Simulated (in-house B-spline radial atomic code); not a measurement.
A fraction x of an electron is moved 4f → 6s in the promethium ion Pm⁺, starting from [Xe] 4f5 6s1 and keeping the highest spin. Method: scalar-relativistic (X2C) PBE, spin-polarised, spherical fractional occupations, Fermi nucleus of rms radius 4.962 fm. Calculated with an all-electron radial atomic-structure program (B-spline basis).

| x | E(x) - E(0) (eV) | 4f up level (eV) | 6s down level (eV) |
| --- | --- | --- | --- |
| 0 | 0.0000 | -9.232 | - |
| 0.125 | 0.2374 | -10.120 | -7.968 |
| 0.25 | 0.5473 | -11.041 | -8.224 |
| 0.375 | 0.9432 | -11.992 | -8.470 |
| 0.5 | 1.4288 | -12.971 | -8.719 |
| 0.625 | ? | ? | ? |
| 0.75 | 2.6818 | -15.003 | -9.215 |
| 0.875 | ? | ? | ? |
| 1 | 4.3313 | -17.124 | -9.700 |

Question: What belongs in the row x = 0.625?

Answer: An energy change of 2.0073 eV; 4f up at -13.976 eV, 6s down at -8.968 eV.

Question: What belongs in the row x = 0.875?

Answer: An energy change of 3.4554 eV; 4f up at -16.053 eV, 6s down at -9.459 eV.

Question: Check Janak's theorem between x = 0.125 and 0.25.

Answer: The slope of the energy is 2.48 eV; the orbital levels give 2.48 eV (ε of the receiving orbital less ε of the emptying one, averaged over the two points).
